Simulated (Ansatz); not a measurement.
H₅PSi, charge -1, doublet, geometry from GFN2-xTB (a state made from the parent by changing its charge; the spin is typed, not shown lowest) (a gas-phase anion, which may not be bound at this level), atoms displaced at random by about 0.05 Å a coordinate; Ansatz (a program for electronic structure) with PBE0/pcseg-1.

Input for Ansatz:
Ansatz 0.2 input:
```yaml
crystal:
  periodic: [false, false, false]
  atoms:
    - {symbol: Si, position_ang: [-1.14722477, -0.12293334, 0.03305364]}
    - {symbol: P, position_ang: [1.26436324, 0.10471692, -0.19337167]}
    - {symbol: H, position_ang: [-2.28180760, -1.00844376, -0.48425711]}
    - {symbol: H, position_ang: [-1.54628788, 1.27738805, -0.27726949]}
    - {symbol: H, position_ang: [-1.34985827, -0.24071263, 1.37209493]}
    - {symbol: H, position_ang: [1.33324350, -1.32836190, 0.10178412]}
    - {symbol: H, position_ang: [2.18657083, 0.34722641, 0.85500429]}
basis:
  gaussian:
    orbitals: pcseg-1.json
hamiltonian:
  xc: pbe0
total_charge: -1
magnetization: {spin_polarized: true, initial_magnetization: 1}
relax: {f_tol: 0.002}
```
The basis file holds pcseg-1 in the JSON format of the Basis Set Exchange.

**Question.** Write the output that Ansatz gives for this input, abridged.

**Answer.** 
```
Functional definition: PBE0
634 factors; integrals over basis functions are off by at most 3.2e-4 eV
mean field evaluation 1: about -17238.2581 eV, gradient 6.2e0 eV
mean field evaluation 2: about -17238.5194 eV, gradient 2.7e0 eV
mean field evaluation 4: about -17238.5774 eV, gradient 2.9e-1 eV
mean field evaluation 8: about -17238.6499 eV, gradient 1.3e-2 eV
mean field evaluation 16: about -17238.6499 eV, gradient 3.5e-5 eV
mean field -17238.64987563 eV, -633.5086981530 hartree, gradient 3.5e-5 eV, S^2 0.755134; 0 other end points of the search recorded, 0 dependent functions left out
the calculation of the forces begins
reference -17238.64990822 eV, -633.5086993503 hartree; 18, 17 occupied and 43, 44 virtual orbitals, 634 factors
relax step   1: F+E_penalty+E_count = -17238.64987563 eV  Δ(F+E_penalty+E_count) = +0.000e0 eV  max|allowed force component| = 3.519e0 eV/Å  Δτ_max = 0.0000 Å  (27 SCF iters, accepted)
these checks for a lower state are left out or cut short: starts, cluster_reference, orbital_swaps, neighbouring_geometries, increment
634 factors; integrals over basis functions are off by at most 2.8e-4 eV
mean field -17238.99008478 eV, -633.5212006084 hartree, gradient 1.8e-5 eV, S^2 0.755332; 0 other end points of the search recorded, 0 dependent functions left out
the calculation of the forces begins
reference -17238.99011758 eV, -633.5212018138 hartree; 18, 17 occupied and 43, 44 virtual orbitals, 634 factors
relax step   2: F+E_penalty+E_count = -17238.99008478 eV  Δ(F+E_penalty+E_count) = -3.402e-1 eV  max|allowed force component| = 1.369e0 eV/Å  Δτ_max = 0.1984 Å  (32 SCF iters, accepted)
these checks for a lower state are left out or cut short: starts, cluster_reference, orbital_swaps, neighbouring_geometries, increment
634 factors; integrals over basis functions are off by at most 2.3e-4 eV
mean field -17239.08585498 eV, -633.5247200984 hartree, gradient 2.1e-5 eV, S^2 0.755983; 0 other end points of the search recorded, 0 dependent functions left out
the calculation of the forces begins
reference -17239.08588738 eV, -633.5247212891 hartree; 18, 17 occupied and 43, 44 virtual orbitals, 634 factors
relax step   3: F+E_penalty+E_count = -17239.08585498 eV  Δ(F+E_penalty+E_count) = -9.577e-2 eV  max|allowed force component| = 3.364e-1 eV/Å  Δτ_max = 0.1435 Å  (31 SCF iters, accepted)
these checks for a lower state are left out or cut short: starts, cluster_reference, orbital_swaps, neighbouring_geometries, increment
[...]
relax step  13: F+E_penalty+E_count = -17239.14895891 eV  Δ(F+E_penalty+E_count) = -9.141e-4 eV  max|allowed force component| = 2.224e-1 eV/Å  Δτ_max = 0.0422 Å  (32 SCF iters, accepted)
relax step  14: F+E_penalty+E_count = -17239.15216993 eV  Δ(F+E_penalty+E_count) = -3.211e-3 eV  max|allowed force component| = 1.867e-1 eV/Å  Δτ_max = 0.0470 Å  (32 SCF iters, accepted)
relax step  15: F+E_penalty+E_count = -17239.15750428 eV  Δ(F+E_penalty+E_count) = -5.334e-3 eV  max|allowed force component| = 2.985e-1 eV/Å  Δτ_max = 0.1355 Å  (31 SCF iters, accepted)
relax step  16: F+E_penalty+E_count = -17239.16113982 eV  Δ(F+E_penalty+E_count) = -3.636e-3 eV  max|allowed force component| = 3.755e-1 eV/Å  Δτ_max = 0.0845 Å  (31 SCF iters, accepted)
relax step  17: F+E_penalty+E_count = -17239.16757971 eV  Δ(F+E_penalty+E_count) = -6.440e-3 eV  max|allowed force component| = 3.326e-1 eV/Å  Δτ_max = 0.0624 Å  (31 SCF iters, accepted)
relax step  18: F+E_penalty+E_count = -17239.17683253 eV  Δ(F+E_penalty+E_count) = -9.253e-3 eV  max|allowed force component| = 5.156e-1 eV/Å  Δτ_max = 0.1732 Å  (29 SCF iters, accepted)
relax step  19: F+E_penalty+E_count = -17239.18617239 eV  Δ(F+E_penalty+E_count) = -9.340e-3 eV  max|allowed force component| = 3.776e-1 eV/Å  Δτ_max = 0.0917 Å  (30 SCF iters, accepted)
relax step  20: F+E_penalty+E_count = -17239.20341542 eV  Δ(F+E_penalty+E_count) = -1.724e-2 eV  max|allowed force component| = 1.106e-1 eV/Å  Δτ_max = 0.1857 Å  (29 SCF iters, accepted)
relax step  21: F+E_penalty+E_count = -17239.15381127 eV  Δ(F+E_penalty+E_count) = +4.960e-2 eV  max|allowed force component| = 7.473e-1 eV/Å  Δτ_max = 0.1458 Å  (30 SCF iters, rejected (line search))
relax step  22: F+E_penalty+E_count = -17239.20628565 eV  Δ(F+E_penalty+E_count) = -2.870e-3 eV  max|allowed force component| = 1.505e-2 eV/Å  Δτ_max = 0.0656 Å  (31 SCF iters, accepted)
relax step  23: F+E_penalty+E_count = -17239.20654968 eV  Δ(F+E_penalty+E_count) = -2.640e-4 eV  max|allowed force component| = 1.054e-1 eV/Å  Δτ_max = 0.0608 Å  (31 SCF iters, accepted)
relax step  24: F+E_penalty+E_count = -17239.20717950 eV  Δ(F+E_penalty+E_count) = -6.298e-4 eV  max|allowed force component| = 6.673e-3 eV/Å  Δτ_max = 0.0156 Å  (26 SCF iters, accepted)
relax step  25: F+E_penalty+E_count = -17239.20687793 eV  Δ(F+E_penalty+E_count) = +3.016e-4 eV  max|allowed force component| = 1.863e-2 eV/Å  Δτ_max = 0.0153 Å  (26 SCF iters, rejected (line search))
relax step  26: F+E_penalty+E_count = -17239.20723504 eV  Δ(F+E_penalty+E_count) = -5.553e-5 eV  max|allowed force component| = 1.480e-3 eV/Å  Δτ_max = 0.0075 Å  (25 SCF iters, accepted)
[...]
mean field evaluation 192: about -17239.2072 eV, gradient 9.4e-5 eV
mean field -17239.20724178 eV, -633.5291809810 hartree, gradient 1.9e-5 eV, S^2 0.756381; 0 other end points of the search recorded, 0 dependent functions left out
the calculation of the forces begins
reference -17239.20727395 eV, -633.5291821634 hartree; 18, 17 occupied and 43, 44 virtual orbitals, 634 factors
relax step  27: F+E_penalty+E_count = -17239.20724178 eV  Δ(F+E_penalty+E_count) = -6.743e-6 eV  max|allowed force component| = 2.062e-3 eV/Å  Δτ_max = 0.0044 Å  (25 SCF iters, accepted)
these checks for a lower state are left out or cut short: starts, cluster_reference, orbital_swaps, neighbouring_geometries, increment
634 factors; integrals over basis functions are off by at most 6.6e-4 eV
mean field -17239.20724298 eV, -633.5291810250 hartree, gradient 1.0e-5 eV, S^2 0.756381; 0 other end points of the search recorded, 0 dependent functions left out
the calculation of the forces begins
reference -17239.20727513 eV, -633.5291822067 hartree; 18, 17 occupied and 43, 44 virtual orbitals, 634 factors
relax step  28: F+E_penalty+E_count = -17239.20724298 eV  Δ(F+E_penalty+E_count) = -1.196e-6 eV  max|allowed force component| = 1.749e-3 eV/Å  Δτ_max = 0.0044 Å  (25 SCF iters, accepted)
634 factors; integrals over basis functions are off by at most 6.6e-4 eV
mean field -17239.20724298 eV, -633.5291810250 hartree, gradient 1.0e-5 eV, S^2 0.756381; 1 other end points of the search recorded, 0 dependent functions left out
the calculation of the forces begins
reference -17239.20727513 eV, -633.5291822067 hartree; 18, 17 occupied and 43, 44 virtual orbitals, 634 factors
Total energy: -17239.20727513 eV, -633.5291822067 hartree
Atom 0 at    -1.147838    -0.244100     0.168783 Å, force     0.001067     0.000625    -0.001749 eV/Å
Atom 1 at     1.431374     0.253533     0.263456 Å, force    -0.001376    -0.001434     0.001283 eV/Å
Atom 2 at    -2.546129    -0.964930     0.106858 Å, force     0.000366    -0.000626     0.000277 eV/Å
Atom 3 at    -1.359498     0.701051    -1.005071 Å, force    -0.000910     0.000380     0.000254 eV/Å
Atom 4 at    -1.437652     0.649137     1.366341 Å, force     0.000288     0.000623    -0.000100 eV/Å
Atom 5 at     1.793481    -0.659785    -0.781630 Å, force    -0.000539     0.000052     0.000180 eV/Å
Atom 6 at     1.725260    -0.706026     1.288302 Å, force     0.001103     0.000381    -0.000146 eV/Å
Dipole moment:     0.311036    -0.100358     0.007898 e Å
```
